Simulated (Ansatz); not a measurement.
C2H8Si, SMILES `C[SiH2]C` (charge 0, multiplicity 1).

Cartesian coordinates (Å):
SMILES: C[SiH2]C
```xyz
11

C     -1.5716     0.1811    -0.2283
Si     0.0858    -0.6736    -0.4403
C      1.4948     0.4216     0.1410
H     -1.6082     1.1085    -0.8040
H     -1.7505     0.4295     0.8201
H     -2.3907    -0.4564    -0.5665
H      0.0923    -1.9428     0.3331
H      0.2854    -1.0212    -1.8715
H      2.4585    -0.0760     0.0174
H      1.3809     0.6752     1.1972
H      1.5232     1.3541    -0.4270
```
Charge 0, multiplicity 1.

Frozen-core energies in 6-31g from Ansatz (a first-principles code) at a geometry from B3LYP-D3(BJ)/def2-TZVP; the HF reference has <S^2> = 0.00 and the T1 diagnostic is 0.007.

```csv
level,energy (Ha)
HF,-369.24327
MP2,-369.48362
CCSD,-369.52772
```

**Question.** Estimate the energies of CCSD(T), CCSDT, CCSDT(Q) and CCSDTQ, and give each level's difference from CCSDTQ.

**Answer.** 
```json
[
 {"level": "MP2", "energy (Ha)": "-369.48362", "difference from CCSDTQ (mHa)": "50.49"},
 {"level": "CCSD", "energy (Ha)": "-369.52772", "difference from CCSDTQ (mHa)": "6.40"},
 {"level": "CCSD(T)", "energy (Ha)": "-369.53314", "difference from CCSDTQ (mHa)": "0.98"},
 {"level": "CCSDT", "energy (Ha)": "-369.53383", "difference from CCSDTQ (mHa)": "0.29"},
 {"level": "CCSDT(Q)", "energy (Ha)": "-369.53412", "difference from CCSDTQ (mHa)": "-0.01"},
 {"level": "CCSDTQ", "energy (Ha)": "-369.53412", "difference from CCSDTQ (mHa)": "0.00"}
]
```
